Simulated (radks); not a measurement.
The numbers below are computed, except where a source is named.
Species: Yb XLV. Configuration: [Ne] 3s1 3p6 3d8 4f1 (not the ground configuration). Level of theory: Dirac Kohn-Sham, revPBE, spin-unpolarised, spherical densities, finite nucleus; open shells fill j = l - 1/2 first; Fermi nuclear charge, rms radius 5.3108 fm (a radial shooting solver on a logarithmic mesh with Libxc functionals).

Normalised radial functions P(r) = r R(r) (large component), r in bohr:

```
   r/bohr * 2p3/2, o 3s1/2, + 3d3/2 (the largest magnitude, 3.51, reaches the edge; | marks zero, & curves that meet)
 0.001845                             &  o
 0.002624                             &   o
 0.003731                             +*   o
 0.005305                             + *   o
 0.007604                             +  *   o
  0.01081                             +    * o
  0.01537                             +    o   *
  0.02186                             |&            *
  0.03108                         o   | +                 *
  0.04455                   o         |    +                   *
  0.06335                  o          |       +                  *
  0.09007                          o  |             +        *
   0.1281                             |         o  *    +
   0.1821                             |    *            +o
    0.261                             |*          +  o
   0.3712                             *    +o
   0.5278                             *&
   0.7504                             &
    1.067                             &
```

2p3/2: eigenvalue -11167.5 eV, 0 radial nodes, <r> = 0.0758 bohr, 90 % of the charge inside 0.123 bohr. 3s1/2: eigenvalue -4466.3 eV, 2 radial nodes at r = 0.0239, 0.0993 bohr, <r> = 0.209 bohr, 90 % of the charge inside 0.306 bohr. 3d3/2: eigenvalue -3713.3 eV, 0 radial nodes, <r> = 0.183 bohr, 90 % of the charge inside 0.283 bohr.
